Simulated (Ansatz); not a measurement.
Two isomers of C3H7GaO: A = `C=[C](O)[GaH][CH3]`, B = `C=[C](C)[GaH][OH]`.

Isolated molecules relaxed with PBE0-D4/def2-TZVP in Ansatz; ΔE leaves out vibrations. CCSD(T)/CBS is the MP2 limit (def2-TZVPP, def2-QZVPP) plus CCSD(T) − MP2 in def2-TZVPP, frozen cores. Functionals use def2-TZVPP. B3LYP here is the variant with VWN-RPA as its local correlation; programs differ in this. For Ga outer-core shells are correlated without core-valence functions, which leaves a few kJ/mol of doubt a bond. Scalar relativity is left out up to krypton. One conformer a species, not always the lowest.

Q: Which isomer does CCSD(T)/CBS put lower? Give the gap. (Best estimate.)

A: Computed: B, by 25.6 kcal/mol.

Q: Give E(B) − E(A) in kcal/mol with LDA (SPW92), BLYP-D4, CCSD(T)/def2-TZVPP, CCSD(T)/def2-SVP, B3LYP-D4, r2SCAN-D4, B3LYP. (Best estimate.)

A: The calculation gave: LDA (SPW92) -21.1, BLYP-D4 -23.8, CCSD(T)/def2-TZVPP -25.5, CCSD(T)/def2-SVP -25.8, B3LYP-D4 -24.1, r2SCAN-D4 -23.7, B3LYP -23.6. None reverses the order clearly.

Q: Does the order hold for the free energy at 298.15 K (harmonic terms from PBE0-D4)? (Estimate.)

A: Ansatz gave: Yes: G(B) − G(A) = -23.7 kcal/mol, for one conformer each. Modes under 60 cm⁻¹, often nearly free rotors, make the harmonic entropy too high.

Largest T1 diagnostic: 0.013.

From BLYP to BHLYP (50 % exact exchange), in def2-TZVPP and without D4, E(B) − E(A) moves by −1.5 kcal/mol. Leaving LDA and LC-ωPBE aside and taking each functional with its dispersion term where it has one, the values, not all of them listed here, spread over 3.0 kcal/mol, from B2PLYP to PBE-D4. LDA lies +0.8 kcal/mol from PBE without D4.
